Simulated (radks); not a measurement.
Values are calculated unless marked as measured or tabulated.
Ionisation of neutral carbon, [He] 2s2 2p2, to C+, [He] 2s2 2p1, under several functionals. Non-relativistic Kohn-Sham, spin-unpolarised, spherical densities, point nucleus; a radial shooting solver on a logarithmic mesh with Libxc functionals.

functional                                        E(C) (hartree)  Exc (hartree)  IE (eV)  -e(HOMO) (eV)  <r> HOMO (bohr)  IE error (eV)
LDA (Slater exchange, Perdew-Zunger correlation)       -37.42426       -4.72675   10.992          5.423            1.794         -0.269
PBEsol                                                 -37.57693       -4.89196   10.792          5.237            1.799         -0.468
AM05                                                   -37.48921       -4.79711   10.773          5.217            1.800         -0.488
r2SCAN                                                 -37.75398       -5.08237   10.738          5.250            1.797         -0.523
Tao-Mo meta-GGA                                        -37.77897       -5.11218   10.659          5.110            1.798         -0.602
OLYP                                                   -37.79520       -5.12815   10.719          5.155            1.820         -0.542
LDA (Slater exchange, Perdew-Wang correlation)         -37.42437       -4.72714   10.988          5.419            1.794         -0.272
revPBE                                                 -37.79613       -5.12622   10.812          5.241            1.804         -0.448
HCTH/407                                               -37.78868       -5.11795   11.003          5.452            1.813         -0.257

NIST Atomic Spectra Database: 11.260 eV (measured). Closest: HCTH/407. The Delta-SCF values span 0.34 eV, the total energies 0.37 hartree. The highest occupied level is 2p. Spin polarisation and multiplet splitting are left out, so open shells lie too high by an amount that depends on their filling.

Beside tabulated values, note that spin-unpolarised runs miss the spin-polarisation part of the exchange energy of open shells.
